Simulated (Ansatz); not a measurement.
Input file for Ansatz (a first-principles code): R-RI-MP2/def2-QZVPPD on HCl (SMILES Cl). The basis file is the Basis Set Exchange's JSON of that set.

Ansatz 0.2 input:
```yaml
crystal:
  periodic: [false, false, false]
  atoms:
    - {symbol: Cl, position_ang: [-0.00000000, -0.00000000, 0.64100645]}
    - {symbol: H, position_ang: [0.00000000, 0.00000000, -0.64100645]}
basis:
  gaussian:
    orbitals: def2-QZVPPD.json
    fitting: {mean_field: def2-universal-JKFIT, correlation: def2-QZVPPD-RIFIT.json}
magnetization: {spin_polarized: false}
correlation: {method: mp2, electrons: outside_noble_gas}
scf: {lower_state_search: off}
```

### Question
Give the final energy of this run.

### Answer
-460.3361 hartree.
